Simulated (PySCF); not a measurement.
CH₃BI₂. Atoms are numbered in the order given.

```xyz
7

B      0.0269     0.8382     0.0000
I     -0.0005    -0.2541     1.8477
I     -0.0005    -0.2541    -1.8477
C      0.0072     2.3961     0.0000
H      0.4644     2.8302    -0.9016
H     -1.0564     2.7058     0.0000
H      0.4644     2.8302     0.9016
```

Geometry optimised at B3LYP-D3(BJ)/def2-SVP. The def2 effective core potentials stand for the cores of I; spin–orbit coupling is left out.

Calculation: ωB97X/def2-TZVP run with PySCF.

ESP charges are fitted to the potential on shells at 1.4 to 2.0 van der Waals radii. Atomic charges (e):

| atom | Mulliken | ESP fit | Löwdin |
|---|---|---|---|
| B1 | -0.20 | 0.16 | -1.15 |
| I2 | 0.07 | -0.08 | 0.49 |
| I3 | 0.07 | -0.08 | 0.49 |
| C4 | -0.39 | -0.37 | -0.30 |
| H5 | 0.15 | 0.12 | 0.15 |
| H6 | 0.16 | 0.13 | 0.17 |
| H7 | 0.15 | 0.12 | 0.15 |

Computed Mayer and Wiberg (Löwdin basis) orders of the bonds:
```csv
bond,Mayer,Wiberg
B1–I2,1.35,1.92
B1–I3,1.35,1.92
B1–C4,1.05,1.43
C4–H5,0.95,0.86
C4–H6,0.92,0.83
C4–H7,0.95,0.86
```
